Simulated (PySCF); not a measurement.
C9HN.
Geometry (PBE0-D3(BJ)/def2-TZVP, Å), atoms numbered from 1 in this order:
```
atom  x, y, z in Å
C1    -4.937   -0.092    1.124
C2    -3.768   -0.069    0.822
C3    -2.460   -0.047    0.485
C4    -1.282   -0.025    0.176
C5     0.016   -0.002   -0.159
C6     1.196    0.021   -0.468
C7     2.493    0.043   -0.810
C8     3.668    0.064   -1.121
C9     4.981    0.086   -1.469
N10    6.100    0.105   -1.765
H11   -5.968   -0.109    1.392
```

Computed at PBE0/pcSseg-2 (PySCF, non-relativistic), with Q(14N) = 0.02044 b: N10, 14N (I = 1): χzz = -4.822 MHz, η = 0.000.

(1) Find the zero-field quadrupole resonance frequencies of 14N at N10.

Answers

(1) From ν± = (3/4)|χ|(1 ± η/3) and ν0 = |χ|η/2: ν+ 3.617 MHz, ν− 3.617 MHz (nitrile nitrogen).

In a crystal, neighbours and librations shift these lines. Geometry: PBE0-D3(BJ)/def2-TZVP; no solvent, vibrations or thermal averaging.
